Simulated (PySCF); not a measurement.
C₈H₁₁ (doublet state).
Cartesian coordinates in Å at the GFN2-xTB level; atoms count from 1:
```xyz
19
C8H11 angstrom
C      0.297    2.499    0.962
C      0.580    1.669    0.025
C     -0.020    0.242   -0.174
C     -0.348    0.081   -1.660
C      1.047   -0.685    0.322
C      1.772   -1.519   -0.404
C     -1.299    0.114    0.607
C     -1.615   -0.889    1.404
H     -0.327    2.569    1.822
H      1.315    1.898   -0.737
H     -0.746   -0.916   -1.845
H      0.538    0.230   -2.273
H     -1.098    0.812   -1.954
H      1.235   -0.598    1.385
H      2.538   -2.128    0.046
H      1.634   -1.647   -1.464
H     -2.001    0.920    0.439
H     -2.566   -0.930    1.908
H     -0.945   -1.714    1.582
```

The hyperfine couplings belong to this conformer and change with its torsions.

The species is `[H]/[C]=C\C(C)(C=C)C=C` [radical].

Theory: UKS B3LYP, pcH-1 on C H, non-relativistic, mean-field spin-orbit, GIAO in PySCF 2.14.0. The structure is a single GFN2-xTB conformer in the gas phase; no vibrational or solvent corrections. A GFN2-xTB geometry isn't a minimum of the functional, and hyperfine couplings can be far from their values at a DFT geometry. No stability test was run, so a lower SCF solution isn't excluded.

Principal values of hyperfine tensors in MHz (contact and dipolar terms together), for some of the nuclei:

| atom | isotope | A1 | A2 | A3 |
| --- | --- | --- | --- | --- |
| C1 | 13C | 222.53 | 243.47 | 443.42 |
| C3 | 13C | 59.43 | 60.12 | 89.19 |
| H9 | 1H | 3.05 | 28.62 | 74.19 |
| C2 | 13C | -36.94 | -17.16 | -2.52 |
| C5 | 13C | -8.81 | -7.26 | -6.43 |
| H11 | 1H | 4.61 | 5.16 | 7.65 |
| C4 | 13C | -4.57 | -4.47 | -2.59 |
| C7 | 13C | -3.20 | -2.79 | -0.89 |

Problem. Split each tensor into its isotropic and traceless parts, and turn a_iso into mT with g = 2.0023.

Solution. a_iso is a third of the trace, T = A − a_iso, and a(mT) = a(MHz)/(g × 13.996).

```csv
atom,a_iso (MHz),a_iso (mT),T1,T2,T3
C1,303.14,10.817,-80.61,-59.67,140.28
C3,69.58,2.483,-10.15,-9.46,19.61
H9,35.29,1.259,-32.23,-6.67,38.90
C2,-18.87,-0.673,-18.06,1.71,16.35
C5,-7.50,-0.268,-1.31,0.24,1.07
H11,5.80,0.207,-1.19,-0.65,1.84
C4,-3.88,-0.138,-0.69,-0.59,1.28
C7,-2.30,-0.082,-0.91,-0.50,1.40
```

Problem. What spin density at the nucleus of H9 lies behind its contact coupling (g_N = 5.58569)?

Solution. a_FC = (2μ0/3) gₑ μB g_N μN ρ(0)/(2S·h) = 800.24 MHz × g_N × ρ(0)/(2S), with ρ in bohr⁻³. With a_FC = 35.29 MHz and 2S = 1, ρ(0) = 0.007894 bohr⁻³. In magnitude that is 2.5 % of the 1/π = 0.318 of a free hydrogen atom.

Problem. H10 (1H, g_N = 5.58569) isn't in the table. Its spin density at the nucleus is 0.02588 bohr⁻³. What is its contact coupling?

Solution. By the same relation, a_FC = 115.7 MHz. Its full tensor has the principal values 109.63, 110.39, 127.05 MHz.

Problem. Which nucleus of the table has the largest anisotropic coupling, and what is its form?

Solution. C1: -80.6, -59.7, 140.3 MHz, rhombic: the two smaller values differ by 15 % of the largest.

Problem. In a single crystal, with the field along each principal axis of the tensor of C3 in turn, what first-order splitting does this nucleus give (isotropic g, quadrupole terms neglected)?

Solution. 2 lines (I = 1/2), spaced by |A_i|/(g × 13.996): 2.12, 2.15, 3.18 mT along the axes of A1, A2 and A3.

The run took 1.9 min (with the writing of density and orbital grids) on one thread, Arm Neoverse V1 (aarch64), on a shared host, and the process peaked at 1.1 GiB of memory.
